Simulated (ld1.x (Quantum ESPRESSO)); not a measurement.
## Which change was made? (Se, TM)

```
Element                 : Se (Z = 34)
Generator               : ld1.x (Quantum ESPRESSO) 7.5
Type                    : norm-conserving Troullier–Martins (Kleinman–Bylander form)
Functional              : revPBE
Relativity              : scalar-relativistic
Frozen core             : [Ar]
Valence charge          : 16
Reference configuration : 3d10 4s2 4p2 (charge +2)
Partial waves           : 4s (bound): rc 1.40 bohr; 4p (bound): rc 1.70 bohr; 3d (bound): rc 1.15 bohr
Local potential         : all-electron potential smoothed inside 1.15 bohr (lloc = -1)
Core correction         : none
```

Cutoffs, loose and tight: the cutoffs (Ry, on a coarse ladder) from which the occupation-weighted sum of valence levels, in a spherical-Bessel basis at the reference potential, stays within 10 and 1 mRy of its value at 400 Ry. They do not see the model core or the augmentation charge, which bear on the density cutoff. Test errors are all-electron minus pseudo excitation energies from the reference, over the configurations 3d10 4s2 4p4; 3d10 4s2 4p3; 3d10 4s2 4p1; 3d10 4s0 4p6; 3d9 4s2 4p4; 3d9 4s2 4p5; 3d10 4s1 4p5; variants that change the core or the reference have their own tests. The largest error is taken over the tests solved by every variant that gives reliable tests at all, those not shown here included: 3d10 4s0 4p6; 3d10 4s1 4p5; 3d10 4s2 4p1; 3d10 4s2 4p3; 3d10 4s2 4p4.

The base gives: outcome: generated; cutoff, loose: 230 Ry; cutoff, tight: over 300 Ry; bound ghosts: s; largest test error (meV): +12.

After one change the result is: outcome: generated; cutoff, loose: 300 Ry; cutoff, tight: over 300 Ry; bound ghosts: s; largest test error (meV): +25. Which change was it?
A. all radii scaled by about 0.85 (s 1.18, p 1.44, d 0.98 bohr); local potential all-electron potential smoothed inside 0.98 bohr (lloc = -1)
B. local potential the d channel
C. wave 3d (bound): rc 1.15 bohr becomes 3d (bound): rc 1.66 bohr
D. type RRKJ; local potential the s channel; rho0 0.02
E. all radii scaled by about 1.27 (s 1.78, p 2.16, d 1.46 bohr); local potential all-electron potential smoothed inside 1.46 bohr (lloc = -1)

A. The others give: type RRKJ; local potential the s channel; rho0 0.02 → outcome: generated; cutoff, loose: 180 Ry; cutoff, tight: 260 Ry; bound ghosts: none; largest test error (meV): -29 | local potential the d channel → outcome: generated; cutoff, loose: 230 Ry; cutoff, tight: over 300 Ry; bound ghosts: s, p; largest test error (meV): +10 | all radii scaled by about 1.27 (s 1.78, p 2.16, d 1.46 bohr); local potential all-electron potential smoothed inside 1.46 bohr (lloc = -1) → outcome: generated; cutoff, loose: 200 Ry; cutoff, tight: 300 Ry; bound ghosts: none; largest test error (meV): +21 | wave 3d (bound): rc 1.15 bohr becomes 3d (bound): rc 1.66 bohr → outcome: generated; cutoff, loose: 160 Ry; cutoff, tight: 230 Ry; bound ghosts: s; largest test error (meV): +13.
